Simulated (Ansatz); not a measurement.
`[BH2][AlH][O]C` + `C[SeH]` → `B[Se]C` + `C[O][AlH2]` at 500 K and 1 bar (cleavage of the B–Al bond).

Calculated with Ansatz (gas phase, PBE0-D4/def2-TZVP geometries, no zero-point term in ΔE). CBS: MP2 limit from def2 TZ/QZ plus the TZ coupled-cluster correction, frozen cores. For Se outer-core shells are correlated without core-valence functions, which leaves a few kJ/mol of doubt a bond. Scalar relativity is left out up to krypton. Each species was taken in one conformer, which may not be the lowest.

```json
{"species": "`[BH2][AlH][O]C`", "CCSD(T)/CBS energy (Eh)": "-383.62766", "H − E (kJ/mol)": "224.2", "S (J/(mol·K))": "405.9"}
{"species": "`C[SeH]`", "CCSD(T)/CBS energy (Eh)": "-2441.15625", "H − E (kJ/mol)": "142.1", "S (J/(mol·K))": "299.3"}
{"species": "`B[Se]C`", "CCSD(T)/CBS energy (Eh)": "-2466.56684", "H − E (kJ/mol)": "187.2", "S (J/(mol·K))": "346.5"}
{"species": "`C[O][AlH2]`", "CCSD(T)/CBS energy (Eh)": "-358.26893", "H − E (kJ/mol)": "179.4", "S (J/(mol·K))": "342.0"}
```

H − E and S are ideal-gas, rigid-rotor, harmonic terms from PBE0-D4/def2-TZVP, for one conformer and one mirror image of each species. 1 Eh = 2625.50 kJ/mol, R = 8.31446 J/(mol·K).

Task: By hand: ΔE, ΔH, ΔS and ΔG.

Result: ΔE = (-2466.56684) + (-358.26893) − (-383.62766) − (-2441.15625) = -0.05186 Eh = -136.2 kJ/mol. Δ(H − E) = 187.2 + 179.4 − 224.2 − 142.1 = 0.3, so ΔH = -135.9 kJ/mol. ΔS = 346.5 + 342.0 − 405.9 − 299.3 = -16.7 J/(mol·K). ΔG = -135.9 − 500 × (-16.7)/1000 = -127.6 kJ/mol.

Task: By hand: the equilibrium constant, and the temperature at which ΔG would vanish if ΔH and ΔS stayed fixed.

Result: log₁₀ K = −ΔG/(RT ln 10) = 13.3. ΔG = 0 at ΔH/ΔS = 8138 K, far beyond where these terms or the molecules hold.

ΔH outweighs TΔS. A doubt of 5 kJ/mol in ΔE shifts log₁₀ K by 0.5 here. Other conformers and mirror images would add mixing entropy, several J/(mol·K) or more a flexible species. These are equilibria of isolated gas molecules and say nothing of rates. Largest T1 diagnostic: 0.013 (customary marks: 0.02 for closed shells, 0.045 for open ones).
